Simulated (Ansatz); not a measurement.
The cluster Ag₅H₄⁺, relaxed as a singlet with RKS PBE-D4/def2-SVP in Ansatz, starting from the GFN1-xTB geometry. Force threshold 0.02 eV/Å.

In the def2 sets Ag takes a core potential; there is no spin–orbit coupling. The structure comes from a short search, and lower isomers may exist.

Start:

```
atom    x (Å)    y (Å)    z (Å)
 Ag1  -2.0598  -0.0297  -0.2400
 Ag2   0.8184  -0.0147   0.0241
 Ag3   3.5304  -0.1823  -0.3614
 Ag4  -0.3693  -0.2889  -2.5290
 Ag5  -0.6712   0.3351   2.1790
  H6  -1.9355  -0.1900  -1.8702
  H7   0.8378   0.4604   2.5204
  H8   1.9898  -0.2202  -1.1416
  H9  -2.1407   0.1303   1.4186
```

```csv
step,energy (eV),largest force component (eV/Å),SCF passes
1,-20056.1884,1.299,20
2,-20056.6315,0.494,25
3,-20056.8859,0.612,25
4,-20057.1080,0.406,25
5,-20057.1719,0.210,27
6,-20057.2140,0.261,20
7,-20057.2568,0.096,20
8,-20057.2814,0.068,20
9,-20057.3024,0.172,19
10,-20057.3182,0.213,19
11,-20057.3300,0.040,19
12,-20057.3309,0.007,20
13,-20057.3310,0.007,20
```

Force components are those of the run's own axes.

End:

Cartesian coordinates in Å:
```
Ag -2.203 -0.181 -0.366
Ag 1.494 0.349 0.778
Ag 2.954 -0.896 -1.406
Ag 0.170 -0.124 -1.702
Ag -0.933 0.275 2.015
H -1.554 -0.373 -2.025
H 0.804 0.464 2.407
H 1.844 0.422 -1.060
H -2.575 0.064 1.358
```

Bonds lost: Ag1–Ag2 (atoms count from 1). Bonds formed: Ag2–H7, Ag4–H8 (atoms count from 1). Metal–metal contacts that move far: Ag3–Ag4 4.46 to 2.90 Å. The end is the same structure that another start reached, the lowest one found.

The force fell under the threshold at step 12, but the optimiser went on. No frequencies were taken in this run, so the end may be a saddle point.

Hardware: 4 threads of Arm Neoverse V1 on a shared host. Wall time 39 s.
